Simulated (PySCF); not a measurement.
A structure optimised at PBE0-D3(BJ)/def2-SVP, used in a PySCF frequency run:

```xyz
11

C     -1.4304    -0.3651     0.0000
N     -0.0598    -0.3637     0.0000
C      0.6568    -1.6174     0.0000
C      0.6305     0.8298     0.0000
O      0.1078     1.9189     0.0000
H     -1.9506    -1.3197     0.0000
H     -1.9275     0.6020     0.0000
H      0.4110    -2.2118     0.8944
H      1.7373    -1.4202     0.0000
H      0.4110    -2.2118    -0.8944
H      1.7337     0.6718     0.0000
```
Charge 0, spin multiplicity 2.

### Question
Write its SMILES, formula and point group.

### Answer
[CH2]N(C)C=O, C₃H₆NO, Cs

### Question
What are its rotational constants (standard atomic weights)?

### Answer
10.042, 4.2934, 3.0664 GHz
